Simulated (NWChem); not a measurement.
The numbers come from NWChem runs, not from measurements. System: H$_{2}$Ge, charge 0, spin multiplicity 1, at a geometry optimised with B3LYP/def2-SVP. The structure started from a generated list of species. Level: CCSD(T)/def2-TZVP, 9 core orbitals frozen.

Part of the output:

```
             Northwest Computational Chemistry Package (NWChem) 7.3.0
             --------------------------------------------------------

                                NWChem Input Module
                                -------------------

 Scaling coordinates for geometry "geometry" by  1.889725989
 (inverse scale =  0.529177249)

 Turning off AUTOSYM since
 SYMMETRY directive was detected!

                             Geometry "geometry" -> ""
                             -------------------------

 Output coordinates in angstroms (scale by  1.889725989 to convert to a.u.)

  No.       Tag          Charge          X              Y              Z
 ---- ---------------- ---------- -------------- -------------- --------------
    1 Ge                  32.0000     0.00000000     0.00000000     0.06635100
    2 H                    1.0000    -1.14248900     0.00000000    -1.06161800
    3 H                    1.0000     1.14248900     0.00000000    -1.06161800

 Effective nuclear repulsion energy (a.u.)      21.3263105001

            Nuclear Dipole moment (a.u.)
            ----------------------------
        X                 Y               Z
 ---------------- ---------------- ----------------
     0.0000000000     0.0000000000    -0.0000075589

      Symmetry information
      --------------------

 Group name             C2v
 Group number             16
 Group order               4
 No. of unique centers     2

      Symmetry unique atoms

     1    2


 Summary of "ao basis" -> "" (spherical)
 ------------------------------------------------------------------------------
       Tag                 Description            Shells   Functions and Types
 ---------------- ------------------------------  ------  ---------------------
 *                         def2-tzvp                  on all atoms

 Summary of "ao basis" -> "ao basis" (spherical)
 ------------------------------------------------------------------------------
       Tag                 Description            Shells   Functions and Types
 ---------------- ------------------------------  ------  ---------------------
 Ge                        def2-tzvp                16       48   6s5p4d1f
 H                         def2-tzvp                 4        6   3s1p

                                 NWChem SCF Module
                                 -----------------

  ao basis        = "ao basis"
  functions       =    60
  atoms           =     3
[...]
     2   0 0 2    -17.173983      0.000000      8.552499

                   NWChem Extensible Many-Electron Theory Module
                   ---------------------------------------------


            General Information
            -------------------
      Number of processors :     1
         Wavefunction type : Restricted Hartree-Fock
          No. of electrons :    34
           Alpha electrons :    17
            Beta electrons :    17
           No. of orbitals :   120
            Alpha orbitals :    60
             Beta orbitals :    60
        Alpha frozen cores :     9
         Beta frozen cores :     9
     Alpha frozen virtuals :     0
      Beta frozen virtuals :     0
         Spin multiplicity : singlet
    Number of AO functions :    60
       Number of AO shells :    24
        Use of symmetry is : on
      Symmetry adaption is : on
         Schwarz screening : 0.10D-09

          Correlation Information
          -----------------------
          Calculation type : Coupled-cluster singles & doubles w/ perturbation
   Perturbative correction : (T)
            Max iterations :      100
        Residual threshold : 0.10D-05
     T(0) DIIS level shift : 0.00D+00
     L(0) DIIS level shift : 0.00D+00
     T(1) DIIS level shift : 0.00D+00
     L(1) DIIS level shift : 0.00D+00
     T(R) DIIS level shift : 0.00D+00
     T(I) DIIS level shift : 0.00D+00
   CC-T/L Amplitude update :  5-th order DIIS
                I/O scheme : Global Array Library
        L-threshold :  0.10D-05
        EOM-threshold :  0.10D-05
 no EOMCCSD initial starts read in
 TCE RESTART OPTIONS
 SLICE:      F
 D4D5:       F
 quantumc:   F
 qrotation:  F
 pwtce:      F
 qducc:      F
 nacto:                         0
 nrotv:                         0
 nrot:                          0

            Memory Information
            ------------------
          Available GA space size is     249033200 doubles
          Available MA space size is     104850820 doubles

 Maximum block size supplied by input
 Maximum block size        24 doubles

 tile_dim =     17

 -------------------------------------------------

 Global array virtual files algorithm will be used

 Parallel file system coherency ......... OK

 4-electron integrals stored in orbital form

 v2    file size   =           470308
 4-index algorithm nr.  13 is used
 imaxsize =       30
 imaxsize ichop =        0


CCSD iterations
 ---------------------------------------------------------
 Iter          Residuum       Correlation     Cpu    Wall
 ---------------------------------------------------------
    1   0.1361218492411  -0.2315373270332     0.1     0.1
    2   0.0355778484328  -0.2405362329017     0.1     0.1
    3   0.0142947937723  -0.2466508076959     0.1     0.1
    4   0.0069213446100  -0.2478652709433     0.2     0.2
    5   0.0036525188186  -0.2486084059088     0.1     0.1
    6   0.0010824419654  -0.2491173823936     0.1     0.1
    7   0.0005424173971  -0.2491656021138     0.1     0.1
    8   0.0003274002653  -0.2491751988349     0.1     0.1
    9   0.0002076376125  -0.2491787368036     0.1     0.1
   10   0.0001329949244  -0.2491832005844     0.1     0.1
   11   0.0000161709482  -0.2491905704329     0.1     0.1
   12   0.0000068741735  -0.2491910134464     0.1     0.1
   13   0.0000038912757  -0.2491914032362     0.1     0.1
   14   0.0000023181490  -0.2491914200465     0.1     0.1
   15   0.0000014185258  -0.2491914410011     0.1     0.1
   16   0.0000002269925  -0.2491914257901     0.1     0.1
 -----------------------------------------------------------------
 Iterations converged
 CCSD correlation energy / hartree =        -0.249191425790115
 CCSD total energy / hartree       =     -2076.724979307014110

 Singles contributions

 Doubles contributions
 CCSD(T)
 Using plain CCSD(T) code
             total no. of tasks          500
 total no. of tasks / no. procs          500
                         wl_min          125           2.2
                         wl_max       314432           8.2
        thresh for no. of tasks          500

 CCSD[T]  correction energy / hartree =        -0.008758043660024
 CCSD[T] correlation energy / hartree =        -0.257949469450139
 CCSD[T] total energy / hartree       =     -2076.733737350674346
 CCSD(T)  correction energy / hartree =        -0.007919299055284
 CCSD(T) correlation energy / hartree =        -0.257110724845399
 CCSD(T) total energy / hartree       =     -2076.732898606069284

 Task  times  cpu:        6.1s     wall:        6.1s

 Total times  cpu:        6.1s     wall:        6.1s
```

Write an NWChem input that would produce this output.

One answer among several that fit: 
```
start mol
memory heap 100 mb stack 700 mb global 1900 mb
geometry units angstroms nocenter noautoz
  Ge     0.000000     0.000000     0.066351
  H     -1.142489     0.000000    -1.061618
  H      1.142489     0.000000    -1.061618
  symmetry group C2v
end
basis spherical
  * library def2-tzvp
end
scf
  rhf
  nopen 0
  maxiter 100
  thresh 1e-7
  semidirect memsize 60000000 filesize 0
end
tce
  freeze core 9
  ccsd(t)
  2eorb
  2emet 13
  thresh 1e-6
  maxiter 100
  tilesize 24
end
task tce energy
```
